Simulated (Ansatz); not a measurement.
Consider the formal exchange of groups at the Si–S bond: `[SiH3]S[SiH2]S[SiH3]` + `F/C=C\S` → `F[SiH2]S[SiH3]` + `[SiH3]S/C=C/S`.

Calculated with Ansatz (gas phase, PBE0-D4/def2-TZVP geometries, no zero-point term in ΔE). CCSD(T)/CBS adds triple-zeta CCSD(T) − MP2 to the extrapolated MP2 energy (def2 sets, frozen cores). This one scheme is used for every species. Double bonds are as drawn, so ΔE can hold a change between cis and trans. DFT in def2-TZVPP. Each species was taken in one conformer, which may not be the lowest.

`[SiH3]S[SiH2]S[SiH3]`:

```xyz
13

Si    1.804   -0.035   -1.363
S     1.355   -1.174    0.398
Si   -0.714   -1.501    0.004
S    -1.773    0.305   -0.393
Si   -1.165    1.381    1.360
H     1.077   -0.598   -2.529
H     3.268   -0.159   -1.562
H     1.443    1.392   -1.187
H    -1.234   -2.180    1.214
H    -0.909   -2.336   -1.205
H    -2.193    2.428    1.569
H     0.161    2.014    1.167
H    -1.120    0.464    2.527
```

`F/C=C\S`:

Cartesian coordinates in Å:
```
F 0.674 1.488 0.350
C -0.055 0.756 -0.503
C -0.325 -0.519 -0.277
S 0.167 -1.480 1.089
H -0.384 1.313 -1.370
H -0.920 -1.051 -1.009
H 0.843 -0.507 1.722
```

`F[SiH2]S[SiH3]`:

Cartesian coordinates in Å:
```
F -0.737 -0.900 1.935
Si 0.572 -0.088 1.509
S 0.111 1.437 0.120
Si -0.539 0.210 -1.517
H 1.117 0.585 2.707
H 1.508 -1.077 0.931
H -0.259 0.973 -2.756
H -1.991 -0.072 -1.419
H 0.218 -1.067 -1.510
```

`[SiH3]S/C=C/S`:

```xyz
11

Si   -2.009    1.077    0.526
S     0.071    1.542    0.372
C     0.578    0.115   -0.526
C     1.598   -0.640   -0.124
S     2.277   -1.893   -1.136
H    -2.659    2.282    1.097
H    -2.554    0.782   -0.825
H    -2.242   -0.098    1.404
H     0.072   -0.080   -1.468
H     2.094   -0.445    0.821
H     2.775   -2.641   -0.140
```

(1) Is it downhill or uphill in electronic energy at CCSD(T)/CBS, and by how much? (Best estimate.)

(2) What do these levels give: PBE0-D4, ωB97M-V, HF/def2-TZVPP, MP2/def2-TZVPP, SCS-MP2/def2-QZVPP, HF/CBS(def2)? (An estimate is asked.)

Largest T1 diagnostic among the species: 0.013.

## Answers

(1) The calculation gave: Downhill: ΔE = -97.1 kJ/mol.

(2) Computed: PBE0-D4 -80.4, ωB97M-V -87.5, HF/def2-TZVPP -109.5, MP2/def2-TZVPP -103.0, SCS-MP2/def2-QZVPP -106.8, HF/CBS(def2) -112.6 kJ/mol.

The D4 term adds +13.8 kJ/mol with B3LYP and +7.6 kJ/mol with PBE0; it sums over pairs of atoms, weighted by their polarisabilities, and B3LYP, whose exchange is more repulsive, gets the larger term. In def2-TZVPP, CCSD(T) changes the Hartree–Fock value by +13.0 kJ/mol (the triples alone add +2.5 kJ/mol) and MP2 by +6.6 kJ/mol.

B3LYP here is the variant with VWN-RPA as its local correlation; programs differ in this.
